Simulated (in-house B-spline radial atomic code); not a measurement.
Configurations of neutral oxygen, with energies counted from [He] 2s2 2p4. All numbers are computed (non-relativistic BHandHLYP, spin-polarised, spherical fractional occupations, exact exchange averaged over the configuration; point nucleus) with a B-spline radial code for spherical atoms, not measured. Shells without spins written out take the highest spin.

Occupations are held fixed; configurations that lie above the ionisation limit could autoionise.

```tsv
configuration	E - E(ref) (eV)	highest orbital	its <r> (bohr)
[He] 2s2 2p3 3p1	10.739	3p up	6.288
[He] 2s2 2p3 3d1	12.075	3d up	10.16
[He] 2s1 2p4 3p1	25.642	3p up	6.239
```

Order these further configurations by energy, lowest first.
A. [He] 2s1 2p5
B. [He] 2s1 2p4 3s1
C. [He] 2s2 2p3 3s1
D. [He] 2s1 2p4 3d1

C (9.182 eV), A (15.709 eV), B (24.06 eV), D (27.002 eV).
